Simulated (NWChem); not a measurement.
Molecule: vinylidene fluoride (C2H2F2); SMILES C=C(F)F

Results from NWChem. Medium grid unless said otherwise, to which SCAN and Minnesota functionals are sensitive. All runs use the structure optimised with B3LYP/6-31G* (spherical d). B3LYP is NWChem's, with the RPA form of VWN correlation. Total energies of different functionals are on different scales.

| level | energy (Ha) | highest occupied level (eV) | orbital gap (eV) | dipole (D) |
|---|---|---|---|---|
| B3LYP/def2-TZVP | -277.1918 | -7.59 | 7.67 | 1.26 |
| PBE/def2-TZVP | -276.9030 | -6.48 | 5.83 | 1.07 |
| N12/def2-TZVP | -277.1258 | -6.46 | 5.84 | 1.33 |
| M05-2X/def2-TZVP | -277.1559 | -9.26 | 10.69 | 1.40 |
| PBE0/def2-TZVP | -276.9046 | -7.80 | 8.20 | 1.24 |
| r2SCAN/def2-TZVP | -277.0607 | -6.73 | 6.34 | 1.13 |
| LDA (Slater exchange, VWN5)/def2-TZVP | -275.2190 | -6.70 | 5.76 | 1.16 |
| TPSS/def2-TZVP | -277.2162 | -6.52 | 6.05 | 1.14 |
| B3PW91/def2-TZVP | -277.0838 | -7.59 | 7.73 | 1.23 |
| KT2/def2-TZVP | -281.1241 | -6.49 | 5.92 | 1.11 |
| HCTH/407/def2-TZVP | -277.1298 | -6.67 | 5.89 | 1.12 |
